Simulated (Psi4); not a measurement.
cyclopropene (C₃H₄), singlet, geometry from GFN2-xTB. Base run: Psi4 with M06-2X/6-311G**.

Geometry (Å):
```xyz
7

C     -0.0240    -0.0099     0.8529
C      0.0142    -0.6425    -0.5068
C      0.0139     0.6541    -0.4917
H      0.8657    -0.0169     1.4741
H     -0.9472    -0.0167     1.4231
H      0.0287    -1.5660    -1.0301
H      0.0282     1.5894    -0.9936
```
All else is at Psi4's defaults (density fitting).
Base energy -116.59516 Eh.

Variants of this job, named by their change:

| change | ΔE vs base (µEh) | SCF cycles | grid points | basis functions |
|---|---|---|---|---|
| base | 0.0 | 7 | 151666 | 78 |
| e_convergence = 1e-8 | 0.0 | 8 | 151666 | 78 |
| dft_radial_points = 50 | 6.0 | 7 | 102612 | 78 |
| guess = sap | 0.0 | 8 | 151666 | 78 |
| dft_radial_scheme = becke | 2.6 | 7 | 134141 | 78 |
| guess = gwh | 0.0 | 10 | 151666 | 78 |
| e_convergence = 1e-10 | 0.0 | 9 | 151666 | 78 |
| guess = sapgau | 0.0 | 7 | 151666 | 78 |
| guess = core | 0.0 | 10 | 151666 | 78 |
| puream = true | 0.0 | 7 | 151666 | 78 |
| scf_type = mem_df | 0.0 | 7 | 151666 | 78 |
| dft_radial_points = 99 | -1.4 | 7 | 199316 | 78 |
| d_convergence = 1e-4 | 0.0 | 7 | 151666 | 78 |
